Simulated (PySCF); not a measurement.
C₄H₈F₂O₂.
Cartesian coordinates in Å at the PBE0-D3(BJ)/def2-SVP level; atoms count from 1:
```xyz
16
C4H8F2O2 angstrom
C     -2.6626    0.3572    0.3649
O     -1.8539   -0.7663    0.1467
C     -0.6571   -0.5275   -0.5176
C      0.4594   -0.0901    0.4044
F      0.1801    1.1438    0.9505
O      1.6174   -0.0030   -0.3439
C      2.7849    0.0423    0.3872
F      3.0858   -1.1896    0.8889
H     -3.6159   -0.0036    0.7753
H     -2.8704    0.8941   -0.5811
H     -2.2152    1.0725    1.0750
H     -0.3354   -1.4694   -0.9883
H     -0.7586    0.2339   -1.3165
H      0.5738   -0.7903    1.2508
H      3.5830    0.3525   -0.3031
H      2.6991    0.7445    1.2350
```

The closed-shell ground state was solved at several levels (PySCF, density fitting, gas phase, non-relativistic).

| level | basis functions | HOMO (eV) | LUMO (eV) | gap (eV) | dipole (D) |
| --- | --- | --- | --- | --- | --- |
| B97-2/pcSseg-1 | 176 | -7.37 | 1.74 | 9.11 | 1.31 |
| B3LYP/pcJ-1 | 296 | -7.39 | 1.40 | 8.79 | 1.29 |
| PBE0/pcSseg-1 | 176 | -7.64 | 1.73 | 9.37 | 1.32 |

Problem. What might CAM-B3LYP/def2-SVPD (236 basis functions) give for the same quantities?

Solution. HOMO -9.25 eV, LUMO 1.32 eV, gap 10.57 eV, dipole 1.30 D.

Problem. Over all these levels, which gives the widest orbital gap and which the narrowest?

Solution. CAM-B3LYP/def2-SVPD (range-separated hybrid) has the widest, 10.57 eV, and B3LYP/pcJ-1 (global hybrid, 20 % exact exchange) the narrowest, 8.79 eV. Functional and basis both differ between the two, so the spread mixes both effects.

Problem. How far do the dipole and the HOMO energy spread over the levels?

Solution. The dipole runs from 1.29 to 1.32 D (mean 1.31 D) and the HOMO from -9.25 to -7.37 eV.

One conformer stands for the species.
